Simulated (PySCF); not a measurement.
Chain-length series, silicon-germanium chain silyl/silyl (end groups after the name). Isolated molecules, 0 K electronic values unless said otherwise. One relaxed conformer stands for each flexible species; it need not be the lowest. Strings in code marks are SMILES.

The HOMO from two functionals at the same geometries (PBE-D3(BJ)/def2-SVP), both in PySCF: PBE-D3(BJ)/def2-TZVP and PBE0-D3(BJ)/def2-TZVP. 

```json
[
 {"species": "n = 1 (`[SiH2]([GeH2][SiH3])[SiH3]` (Si–Si–Ge–Si torsion 179°))", "PBE0-D3(BJ)/def2-TZVP (eV)": "-7.65"},
 {"species": "n = 2 (`[SiH3][SiH2][GeH2][SiH2][GeH2][SiH3]`)", "PBE0-D3(BJ)/def2-TZVP (eV)": "-7.27"},
 {"species": "n = 3 (`[SiH3][SiH2][GeH2][SiH2][GeH2][SiH2][GeH2][SiH3]`)", "PBE0-D3(BJ)/def2-TZVP (eV)": "-7.07"}
]
```

Question: What does PBE-D3(BJ)/def2-TZVP give for each?

Answer: 
- n = 1 (`[SiH2]([GeH2][SiH3])[SiH3]` (Si–Si–Ge–Si torsion 179°)): -6.65
- n = 2 (`[SiH3][SiH2][GeH2][SiH2][GeH2][SiH3]`): -6.33
- n = 3 (`[SiH3][SiH2][GeH2][SiH2][GeH2][SiH2][GeH2][SiH3]`): -6.16
Over these rows, drawn at random from the members with no instability flagged (it was tested for open shells, ions and some series alone), PBE minus PBE0-D3(BJ): mean +0.95 eV, from +0.91 eV to +1.00 eV.
